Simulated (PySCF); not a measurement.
Computed with B3LYP-D3(BJ)/def2-TZVP (PySCF). Gas-phase values, no solvent. One relaxed conformer stands for a flexible species; it need not be the lowest. B3LYP has the VWN-RPA correlation part, as in Gaussian. Delta-SCF ions had no search for a lower state. 

Reference species (SMILES): `N#CB(O)O` (neutral, multiplicity 1).

vertical ionisation energy (Delta-SCF): 12.43 eV
HOMO–LUMO gap: 8.38 eV

Changed species: `N#CO[SiH3]` (X = siloxy; the reference has X = borono).

Task: What does the change do to the vertical ionisation energy (Delta-SCF) and HOMO–LUMO gap?

Result: the vertical ionisation energy (Delta-SCF) falls by 1.22 eV, to 11.21 eV; the HOMO–LUMO gap falls by 1.07 eV, to 7.31 eV.
